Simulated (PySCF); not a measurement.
**UHF on O²⁺ (oxygen, charge +2)**

Configuration: [He] 2s2 2p2, high-spin 3P determinant. Calculation: PySCF 2.14, in def2-QZVPPD (8s5p4d2f1g, 66 functions); no relativity, point nucleus.

```
Total energy                                                  : -73.106088 hartree
One-electron energy                                           : -92.6270 hartree
Hartree (Coulomb) energy                                      : 26.8631 hartree
Exchange energy                                               : -7.3421 hartree
Kinetic energy                                                : 73.11681 hartree
⟨S²⟩                                                          : 2.0048
⟨L²⟩                                                          : 2.008
Sum of ⟨r⟩                                                    : 4.433 bohr
Sum of ⟨r²⟩                                                   : 5.041 bohr²
Traceless quadrupole moment −½Σ⟨3z² − r²⟩ along its main axis : 0.480 e·bohr²
Density at the nucleus (Gaussians lack the cusp)              : 311 bohr⁻³
Spin density at the nucleus                                   : 0.143 bohr⁻³
Langevin diamagnetic susceptibility                           : -3.99 ×10⁻⁶ cm³/mol
```

```csv
shell,electrons,mean orbital energy (hartree),"rms radius, mean of both spins (bohr)"
1s α,1,-22.31240,0.230
1s β,1,-22.20738,0.230
2s α,1,-2.67314,1.13
2s β,1,-2.29100,1.13
2p α,2,-2.05061,1.09
```

Spin-orbit constants ζ (cm⁻¹) from the X2C one-electron operator on these orbitals (non-relativistic here): bare nucleus, nucleus screened by l(l+1)(2l+1)/3 electrons, and screened by the Breit-Pauli mean field of the electrons.

| shell | bare | screened nucleus | mean field |
| --- | --- | --- | --- |
| 2p | 338.0 | 253.5 | 222.0 |

To first order the Landé constant is A = 111.0 cm⁻¹, so the lowest level has J = 0 and lies 0.0275 eV below the centre of the term. This holds in LS coupling only.
